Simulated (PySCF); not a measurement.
Gas-phase reaction: Ge2O2 + 4 ClO → 2 GeCl2 + 3 O2

Computed with PySCF and rigid-rotor harmonic-oscillator thermochemistry at 1 bar. † marks an energy on the PBE0/def2-TZVP geometry and frequencies; other levels use their own. 6-31G* has spherical d functions here. Open shells (unrestricted): ClO (multiplicity 2, electronic degeneracy 4), O2 (multiplicity 3); the rest are closed-shell singlets. Spin-orbit splitting is ignored; it lowers the true energy and changes the entropy of ClO. B3LYP is the form with VWN-RPA correlation. Ge: all electrons, no relativistic terms. Ge2O2: computed as isolated molecules; such fragments, hydroxides, amides, oligomers or adducts are transient or little studied in the gas. The harmonic model lacks anharmonicity and excited electronic states, which grow with temperature; levels with a mode under 35 cm⁻¹ are left out.

```
level               ΔE electronic, kJ  ΔH°(298 K), kJ  ΔS°(298 K), J/K  ΔG°(1800 K), kJ
------------------  -----------------  --------------  ---------------  ---------------
B3LYP/6-31G*                     -611            -604               -1             -593
B3LYP/def2-TZVP†                 -506            -501                1             -495
PBE/def2-SVP                     -661            -655               -3             -639
PBE0/def2-QZVP†                  -519            -513                1             -507
PBE0/def2-SVP†                   -697            -692                1             -686
PBE0/def2-TZVP                   -537            -532                1             -526
LDA/def2-TZVP†                   -474            -468                1             -462
ωB97M-V/def2-TZVP†               -505            -499                1             -493
```
ΔH° is lowest at PBE0/def2-SVP† and highest at LDA/def2-TZVP†. No reference value is set beside these.
